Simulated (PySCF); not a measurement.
Polarisability and C₆ of Os⁺ (osmium, charge +1)

[Xe] 4f14 5d5 6s1 6p1, high-spin 8P determinant (an excited configuration). All numbers are calculated (PySCF 2.14, a scalar-relativistic core potential, in aug-cc-pwCVTZ-PP with ECP60MDF (8s8p7d4f3g, 122 functions)). Coupled (time-dependent) response in atomic units; α is the mean over directions.

```tsv
method	mean α (bohr³)	α xx, yy, zz	C₆ (like pair)	S(−4)
PW91	37.89	33.57, 46.53, 33.57	344.1	574.3
```

S(−4) is the Cauchy moment in α(ω) = α(0) + S(−4) ω² + …

Spin-orbit coupling is absent.

α(iu) at PW91:

| u (hartree) | α(iu) (bohr³) |
| --- | --- |
| 0 | 37.89 |
| 0.0500 | 36.52 |
| 0.100 | 33.13 |
| 0.200 | 25.06 |
| 0.300 | 18.81 |
| 0.500 | 11.75 |
| 0.750 | 7.674 |
| 1.00 | 5.555 |
| 1.50 | 3.397 |
| 2.00 | 2.315 |
| 3.00 | 1.271 |
| 5.00 | 0.5417 |

For an ion, C₆ is the dispersion term alone; charge-induced terms of lower order in 1/R come first.

The components differ because the open shell of this determinant is not spherical; for a pure term their mean is the scalar polarisability.

Energies and moments cover only the electrons outside the core potential. Spin-orbit coupling, absent here, splits the open shell strongly.
